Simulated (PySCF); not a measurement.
sulfuric acid (H2O4S), SMILES O=S(=O)(O)O. Geometry optimised at B3LYP-D3(BJ)/def2-SVP. One conformer was computed; it need not be the lowest.

Method: B3LYP-D3(BJ)/def2-SVP run with PySCF.

Harmonic wavenumbers (cm⁻¹): 242, 314, 355, 420, 470, 515, 521, 795, 854, 1129, 1143, 1192, 1441, 3754, 3759. Rotational constants (GHz): 4.900, 4.823, 4.647; symmetry number 2.

Task: Work out the zero-point energy and the ideal-gas rigid-rotor harmonic-oscillator thermochemistry at 298.15 K and 1 atm.

Result: ZPE = ½ Σ hcν = ½ × 16903 cm⁻¹ = 24.16 kcal/mol. H − E(el) = 28.06 kcal/mol. Entropy in cal/(mol K): translation 39.66, rotation 24.11, vibration 7.68, total 71.45. G − E(el) = 6.76 kcal/mol. Cp = 20.13 cal/(mol K).
